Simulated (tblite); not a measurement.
Compound: C₇H₈N (doublet state).
Atom-mapped SMILES: `[N:1]#[C:2][C@@H:3]1[CH:4][CH:5]=[CH:6][CH2:7][CH2:8]1` (hydrogens: H9 on C3; H10 on C4; H11 on C5; H12 on C6; H13, H14 on C7; H15, H16 on C8)

Structure used (GFN2-xTB), in Å, numbered top down from 1:
```xyz
16
C7H8N angstrom
N      1.4439   -1.7456    1.9736
C      1.1036   -1.4313    0.9279
C      0.6796   -0.9913   -0.3866
C      1.3337    0.3340   -0.6382
C      0.6811    1.5033   -0.3207
C     -0.5815    1.5210    0.2234
C     -1.3208    0.2567    0.4916
C     -0.8509   -0.8629   -0.4374
H      1.0224   -1.7394   -1.1126
H      2.3425    0.3387   -1.0166
H      1.1871    2.4409   -0.5039
H     -1.0477    2.4529    0.4993
H     -2.3965    0.4127    0.3773
H     -1.1495   -0.0447    1.5340
H     -1.3167   -1.8101   -0.1579
H     -1.1379   -0.6260   -1.4646
```

Computed with GFN2-xTB (tblite): harmonic, unscaled wavenumbers at the GFN2-xTB geometry, gas phase. The method is semi-empirical: single wavenumbers can be off by several per cent or more. One conformer, not necessarily the lowest. Open shells enter through the occupations alone, without spin polarisation, and single modes of such species can be off by tens of per cent.

Harmonic wavenumbers (cm⁻¹): 83.9, 131.2, 210.8, 261.7, 384.9, 441.1, 459.5, 540.3, 588.6, 629.6, 703.4, 748.7, 860.3, 903.5, 922.6, 956.1, 971.3, 1007.6, 1049.0, 1109.5, 1134.5, 1146.8, 1158.1, 1216.9, 1239.8, 1259.1, 1309.5, 1324.7, 1343.3, 1445.5, 1455.2, 1477.4, 1481.5, 2394.4, 2891.2, 2903.8, 2968.7, 2975.0, 2987.1, 3070.1, 3101.2, 3109.2.

A = 3335, B = 1897, C = 1653 MHz; mass 106.066 u (most abundant isotopes); point group C1, symmetry number 1; spin multiplicity 2.

Question: Zero-point energy?

Answer: ½Σν̃ = 28178 cm⁻¹ = 80.57 kcal/mol.

Question: Give the ideal-gas entropy at 400 K and 1 bar in the rigid-rotor, harmonic-oscillator model (classical rotation).

Answer: Translation 41.38, rotation 28.70, vibration 23.96, spin (R ln 2) 1.38: S = 95.4 cal/(mol K).

Question: And Cp and H(400 K) − H(0)?

Answer: Cp = 38.79 cal/(mol K), of which vibrations give 30.84 (their classical limit is 42 R = 83.5); H(400 K) − H(0) = 8.70 kcal/mol without the zero-point energy, 5.52 from vibrations.

Question: What must be added to the electronic energy to get the Gibbs energy at 400 K and 1 bar?

Answer: ZPE + [H(400 K) − H(0)] − T·S = 80.57 + 8.70 − 38.17 = 51.10 kcal/mol.

Question: How do the functions run with temperature in this model?

Answer: 
```
T (K)  S (cal/(mol K))  Cp (cal/(mol K))  H − H(0) (kcal/mol)  G − H(0) (kcal/mol)  ln q(vib)
  100             63.9              13.5                 1.02                -5.37       0.60
  200             75.4              20.9                 2.73               -12.36       1.91
  300             85.6              29.9                 5.26               -20.41       3.43
  500            104.9              46.4                12.98               -39.49       6.89
  800            130.5              62.0                29.47               -74.91      12.39
 1000            145.1              68.7                42.57              -102.49      15.95
```

q(vib) and H(0) count from the zero-point level.

Question: Blend soft modes into free rotors: weight 1/[1 + (100 cm⁻¹/ν̃)⁴] for the oscillator and the rest for a rotor with moment μB/(μ + B), μ = h/(8π²ν), B = 10⁻⁴⁴ kg m². What vibrational entropy results?

Answer: 23.10 cal/(mol K) in place of 23.96, which changes −T·S at 400 K by +0.35 kcal/mol.

Question: Which modes carry the vibrational entropy at 400 K?

Answer: 83.9 cm⁻¹: 4.38; 131.2 cm⁻¹: 3.50; 210.8 cm⁻¹: 2.58; 261.7 cm⁻¹: 2.18; 384.9 cm⁻¹: 1.49; 441.1 cm⁻¹: 1.27 cal/(mol K); the other 36 give 8.57 together.

Hindered rotation and anharmonicity are outside this model. Other conformers, if any are populated, would add a mixing term that is left out. The structure is chiral; the term R ln 2 for an equal mix with its mirror image is left out.
